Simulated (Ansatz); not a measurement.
`[CH3][SnH2][SiH2]N` + HCl → `[CH3][SnH2][Cl]` + `N[SiH3]`  (cleavage of the Sn–Si bond)

Isolated molecules relaxed with PBE0-D4/def2-TZVP in Ansatz; ΔE leaves out vibrations. CCSD(T)/CBS adds triple-zeta CCSD(T) − MP2 to the extrapolated MP2 energy (def2 sets, frozen cores). This one scheme is used for every species. Functionals use def2-TZVPP. def2 core potentials past Kr. For Sn outer-core shells are correlated without core-valence functions, which leaves a few kJ/mol of doubt a bond. One conformer a species, not always the lowest.

CCSD(T)/CBS gives -0.84 eV.

(1) Another level gave -0.89 eV. Which?
A. CCSD/def2-TZVPP
B. PBE-D4/def2-TZVPP
C. PBE0/def2-TZVPP
D. ωB97X-V/def2-TZVPP

Largest T1 diagnostic among the species: 0.012.

## Answers

(1) D. ωB97X-V -0.89, PBE-D4 -0.70, CCSD/def2-TZVPP -0.84, PBE0 -0.79 eV.

In def2-TZVPP, CCSD(T) changes the Hartree–Fock value by +0.34 eV (the triples alone add +0.03 eV) and MP2 by +0.31 eV. From PBE to PBE0 (25 % exact exchange), in def2-TZVPP and without D4, ΔE moves by −0.06 eV. The D4 term adds +0.05 eV with B3LYP and +0.03 eV with PBE0; it sums over pairs of atoms, weighted by their polarisabilities, and B3LYP, whose exchange is more repulsive, gets the larger term.

B3LYP here is the variant with VWN-RPA as its local correlation; programs differ in this.
